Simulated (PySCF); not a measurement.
# Worked example: entropy of an ideal gas

C2H6Te, SMILES C[Te]C.

Geometry: B3LYP-D3(BJ)/def2-SVP. The def2 effective core potentials stand for the cores of Te; spin–orbit coupling is left out.

PySCF 2.14.0 with B3LYP-D3(BJ)/def2-SVP gives the harmonic wavenumbers 113, 121, 167, 514, 520, 780, 815, 846, 889, 1232, 1250, 1431, 1439, 1441, 1447, 3052, 3055, 3169, 3169, 3170, 3174 cm⁻¹ and the rotational temperatures 0.3869, 0.2818, 0.1706 K. The molar mass is 157.67 g/mol, the symmetry number 2, the spin multiplicity 1.

Problem. Work out the entropy at 298.15 K and 1 atm in the rigid-rotor, harmonic-oscillator model.

Solution. 
Translation (Sackur–Tetrode at 1 atm): S = R[1.5 ln M + 2.5 ln T − 1.16487] = 171.9 J/(mol K).
Rotation: q = (√π/σ) T^1.5/√(θA θB θC) = 33500, S = R[ln q + 3/2] = 99.1 J/(mol K).
Vibration: with u = 1.4388 ν/T, each mode gives R[u/(e^u − 1) − ln(1 − e^−u)]:
```csv
ν (cm⁻¹),modes,u,S (J/(mol K))
113,1,0.55,13.46
121,1,0.58,12.90
167,1,0.81,10.33
514,1,2.48,2.61
520,1,2.51,2.55
780,1,3.76,0.94
815,1,3.93,0.82
846,1,4.08,0.72
889,1,4.29,0.61
1232,1,5.95,0.15
1250,1,6.03,0.14
1431,1,6.91,0.07
1439,1,6.94,0.06
1441,1,6.95,0.06
1447,1,6.98,0.06
```
The stiffer modes add less than 0.005 each. Sum 45.5 J/(mol K).
Spin: R ln 1 = 0.0 J/(mol K).
Total 316.4 J/(mol K); the program's own thermochemistry gives 316.5. Translation makes up 54 % and vibration 14 %. Anharmonicity, hindered rotation and orbital degeneracy are left out.
